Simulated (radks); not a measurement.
Problem. Species: Tl2+. Configuration: [Xe] 4f14 5d10 6s1. Calculated with a radial shooting solver on a logarithmic mesh with Libxc functionals: scalar-relativistic Kohn-Sham, PBE, spin-polarised, spherical densities, point nucleus; open shells are filled with parallel spins first (spin-orbit coupling, left out, can overturn this in heavy ions). Some entries of the table are withheld. Estimate them.

orbital,occ.,eigenvalue (eV),r(max) (bohr),<r> (bohr)
1s up,1,-85656.78,0.01003,0.01631
1s down,1,-85656.75,0.01003,0.01631
2s up,1,-15265.46,0.05812,0.06873
2s down,1,-15265.45,0.05812,0.06873
2p up,3,-13129.35,0.04833,0.06235
2p down,3,-13129.34,0.04833,0.06235
3s up,1,-3657.361,0.1639,0.1775
3s down,1,-3657.347,0.1639,0.1775
3p up,3,-3042.711,0.1638,0.1793
3p down,3,-3042.697,0.1638,0.1793
3d up,5,-2406.721,0.1334,0.1624
3d down,5,-2406.710,0.1334,0.1624
4s up,1,-830.2122,0.3688,0.3916
4s down,1,-830.1909,0.3688,0.3916
4p up,3,-628.7878,0.3890,0.4176
4p down,3,-628.7629,0.3890,0.4176
4d up,5,-392.9124,0.3954,0.4398
4d down,5,-392.8828,0.3954,0.4398
5s up,1,-148.8985,0.8077,0.8773
5s down,1,-148.8514,0.8079,0.8770
4f up,7,-131.9146,0.3580,0.4677
4f down,7,-131.8817,0.3580,0.4676
5p up,3,(1),(2),1.008
5p down,3,(3),(4),1.006
5d up,5,-33.3167,1.115,(5)
5d down,5,-32.9585,1.112,(6)
6s up,1,-25.8036,1.999,2.270
6s down,0,-24.8826,1.993,2.272

Solution. 
(1) 5p up eigenvalue (eV): -94.0302
(2) 5p up r(max) (bohr): 0.9047
(3) 5p down eigenvalue (eV): -93.9444
(4) 5p down r(max) (bohr): 0.9047
(5) 5d up <r> (bohr): 1.367
(6) 5d down <r> (bohr): 1.356
